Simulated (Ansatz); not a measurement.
Computed with Ansatz on PBE0-D4/def2-TZVP structures; ΔE is electronic, products minus reactants. CCSD(T)/CBS is the MP2 limit (def2-TZVPP, def2-QZVPP) plus CCSD(T) − MP2 in def2-TZVPP, frozen cores. Functionals use def2-TZVPP. def2 core potentials past Kr. For Sn outer-core shells are correlated without core-valence functions, which leaves a few kJ/mol of doubt a bond. One conformer a species, not always the lowest.

Reaction (substitution at a C–O bond): `C[O][Sn][Cl]` + `CC(N)F` → `CNC(C)F` + `[OH][Sn][Cl]`

Is it downhill or uphill in electronic energy at CCSD(T)/CBS, and by how much? (Best estimate.)

Computed: Downhill: ΔE = -16.0 kJ/mol.

What do these levels give: ωB97M-V, HF/def2-TZVPP, MP2/def2-TZVPP, HF/def2-QZVPP, SCS-MP2/def2-QZVPP, HF/CBS(def2)? (Estimate.)

Computed: ωB97M-V -15.0, HF/def2-TZVPP -10.9, MP2/def2-TZVPP -16.9, HF/def2-QZVPP -11.6, SCS-MP2/def2-QZVPP -15.8, HF/CBS(def2) -11.7 kJ/mol.

Largest T1 diagnostic among the species: 0.017.

In def2-TZVPP, CCSD(T) changes the Hartree–Fock value by −4.2 kJ/mol (the triples alone add +0.2 kJ/mol) and MP2 by −6.0 kJ/mol.
